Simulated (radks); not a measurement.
Values are calculated unless marked as measured or tabulated.
Question: All-electron atom: the mercury ion Hg+ in [Xe] 4f14 5d10 6s1. Code: a radial shooting solver on a logarithmic mesh with Libxc functionals. Model: non-relativistic Kohn-Sham, BLYP, spin-polarised, spherical densities, point nucleus; open shells are filled with parallel spins first (spin-orbit coupling, left out, can overturn this in heavy ions); relativity is left out, which matters for an element this heavy. Some entries of the table are withheld. Estimate them.

| orbital | occ. | eigenvalue (eV) | <1/r> (bohr^-1) |
|---|---|---|---|
| 1s up | 1 | -75034.68 | 79.45 |
| 1s down | 1 | -75034.66 | 79.45 |
| 2s up | 1 | -12568.03 | 18.71 |
| 2s down | 1 | -12568.02 | 18.71 |
| 2p up | 3 | -12090.46 | 18.75 |
| 2p down | 3 | -12090.45 | 18.75 |
| 3s up | 1 | -2964.822 | 7.258 |
| 3s down | 1 | -2964.814 | 7.258 |
| 3p up | 3 | -2738.870 | 7.215 |
| 3p down | 3 | -2738.862 | 7.215 |
| 3d up | 5 | -2317.037 | 7.148 |
| 3d down | 5 | -2317.031 | 7.148 |
| 4s up | 1 | -640.9094 | 3.181 |
| 4s down | 1 | -640.8950 | 3.181 |
| 4p up | 3 | -542.8765 | 3.094 |
| 4p down | 3 | -542.8616 | 3.094 |
| 4d up | 5 | -362.3420 | 2.914 |
| 4d down | 5 | -362.3264 | 2.915 |
| 4f up | 7 | -119.5025 | 2.580 |
| 4f down | 7 | -119.4853 | 2.580 |
| 5s up | 1 | -101.1265 | 1.330 |
| 5s down | 1 | -101.0960 | 1.330 |
| 5p up | 3 | (1) | 1.217 |
| 5p down | 3 | (2) | 1.217 |
| 5d up | 5 | (3) | 0.9077 |
| 5d down | 5 | (4) | 0.9130 |
| 6s up | 1 | -12.5735 | 0.4402 |
| 6s down | 0 | -11.9814 | 0.4377 |
| 6p up | 0 | -7.5450 | 0.3489 |
| 6p down | 0 | -7.0572 | 0.3414 |

Answer: 
(1) 5p up eigenvalue (eV): -69.5016
(2) 5p down eigenvalue (eV): -69.4564
(3) 5d up eigenvalue (eV): -20.2475
(4) 5d down eigenvalue (eV): -20.0608
